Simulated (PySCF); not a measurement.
AlBr₂, SMILES [Br][Al+][Br], charge +1.

Geometry: PBE-D3(BJ)/def2-TZVP. The multiplicity is an assumed one; other spin states were not compared. The isomer is the one that the SMILES or the coordinates give; other isomers of the formula were not compared.

Computed with TDDFT-LC-ωPBE/def2-SVPD in PySCF 2.14.0.

Vertical excitations; the highest root listed may be one member of a degenerate set. Gas-phase values at a fixed geometry. State labels are in the subgroup D2h.

```
state  symmetry  energy (eV)  λ (nm)      f                                              main pairs
-----  --------  -----------  ------  -----  ------------------------------------------------------
S1          B3g         5.42     229  0.000                              HOMO→LUMO (degenerate set)
S2          B2g         5.42     229  0.000                            HOMO−1→LUMO (degenerate set)
S3          B3u         5.84     212  0.043                            HOMO−2→LUMO (degenerate set)
S4          B2u         5.84     212  0.043                            HOMO−3→LUMO (degenerate set)
S5           Au         6.78     183  0.000                    HOMO−1→LUMO+1 48 %, HOMO→LUMO+2 48 %
S6          B1u         6.84     181  0.000             HOMO−1→LUMO+2, HOMO→LUMO+1 (degenerate set)
S7           Au         6.84     181  0.000             HOMO→LUMO+2, HOMO−1→LUMO+1 (degenerate set)
S8          B1g         7.07     175  0.000                  HOMO−2→LUMO+1 48 %, HOMO−3→LUMO+2 48 %
S9          B1u         7.11     174  0.001  HOMO−4→LUMO 47 %, HOMO→LUMO+1 25 %, HOMO−1→LUMO+2 25 %
S10         B1g         7.15     173  0.000                  HOMO−3→LUMO+2 48 %, HOMO−2→LUMO+1 48 %
T1          B2g         5.04     246      0                            HOMO−1→LUMO (degenerate set)
T2          B3g         5.04     246      0                              HOMO→LUMO (degenerate set)
T3          B3u         5.28     235      0                            HOMO−2→LUMO (degenerate set)
T4          B2u         5.28     235      0                            HOMO−3→LUMO (degenerate set)
```
Triplets are in the Tamm–Dancoff approximation, which puts them higher than full response would, so one can lie above its singlet here.
